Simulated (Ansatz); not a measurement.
Basis-set extrapolation for `NB(N)O` (PBE0-D4/def2-TZVP geometry, frozen core, Ansatz). Multiplicity 1, RHF reference.

```tsv
	def2-TZVPP	def2-QZVPP
HF	-211.597671	-211.608460
MP2 correlation	-0.766033	-0.823754
CCSD(T) correlation	-0.815979	not run
```

Energies in hartree. Use E(X) = E(∞) + A·exp(−7.88·√X) for Hartree–Fock and E(X) = E(∞) + B·X^(−2.97) for correlation, with X = 3 and 4, and add CCSD(T) minus MP2 of the smaller set to the MP2 limit.

Question: What is the CCSD(T) energy at the basis-set limit?

Answer: HF limit: -211.608460 + (-0.010789) × 0.13774 = -211.60995. MP2 limit: -0.823754 + (-0.057721) × 0.74074 = -0.86651. Higher-order term: -0.815979 − (-0.766033) = -0.04995. Total: -212.52641 hartree, 70.8 kcal/mol below CCSD(T)/def2-TZVPP.
